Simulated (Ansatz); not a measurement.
Species: 2-bromofuran, C4H3BrO, net charge 0, singlet state. 
Structure (B3LYP-D3(BJ)/def2-TZVP (Ansatz, an electronic-structure program) minimum search):
```
C
C 1 1.3558
O 2 1.3541 1 111.31
C 3 1.3685 2 106.46 1 0.00
C 4 1.3542 3 110.17 2 0.00
H 4 1.0747 5 134.13 1 -180.00
H 1 1.0754 2 126.49 3 -180.00
H 5 1.0767 4 126.44 6 0.00
Br 2 1.8648 3 116.84 4 -180.00
```

Wanted: vertical triplet-singlet gap (E(triplet) - E(singlet); each state is the SCF solution reached for its spin; for the triplet the Hartree-Fock reference is unstable and T1 is 0.020; for the singlet the Hartree-Fock reference is unstable and T1 is 0.013), in eV. Cores are frozen in the correlated levels unless marked. Open shells are spin-unrestricted. Spin-orbit coupling is left out. Frozen are the shells of the preceding noble gas and the d and f shells that filled before the atom's block. No relativistic terms. 

```json
[
 {"level": "HF/aug-cc-pVQZ", "program": "Ansatz", "vertical triplet-singlet gap (eV)": "3.10"},
 {"level": "r2SCAN/def2-TZVPD", "program": "Ansatz", "vertical triplet-singlet gap (eV)": "3.81"},
 {"level": "B3LYP/def2-TZVPD", "program": "Ansatz", "vertical triplet-singlet gap (eV)": "3.93"},
 {"level": "PBE0/def2-TZVPD", "program": "Ansatz", "vertical triplet-singlet gap (eV)": "3.90"},
 {"level": "BHLYP/def2-TZVPD", "program": "Ansatz", "vertical triplet-singlet gap (eV)": "3.81"},
 {"level": "CAM-B3LYP/def2-TZVPD", "program": "Ansatz", "vertical triplet-singlet gap (eV)": "3.96"},
 {"level": "wB97M-V/def2-TZVPD", "program": "Ansatz", "vertical triplet-singlet gap (eV)": "4.17"},
 {"level": "wB97X-V/def2-TZVPD", "program": "Ansatz", "vertical triplet-singlet gap (eV)": "4.10"},
 {"level": "RI-MP2/aug-cc-pVTZ", "program": "Ansatz", "vertical triplet-singlet gap (eV)": "4.98"},
 {"level": "RI-MP2/aug-cc-pVQZ", "program": "Ansatz", "vertical triplet-singlet gap (eV)": "5.00"},
 {"level": "CCSD/aug-cc-pVDZ", "program": "Ansatz", "vertical triplet-singlet gap (eV)": "4.09"},
 {"level": "CCSD/aug-cc-pVTZ", "program": "Ansatz", "vertical triplet-singlet gap (eV)": "4.05"},
 {"level": "CCSD(T)/aug-cc-pVDZ", "program": "Ansatz", "vertical triplet-singlet gap (eV)": "4.17"},
 {"level": "CCSD(T)/aug-cc-pVTZ", "program": "Ansatz", "vertical triplet-singlet gap (eV)": "4.14"}
]
```
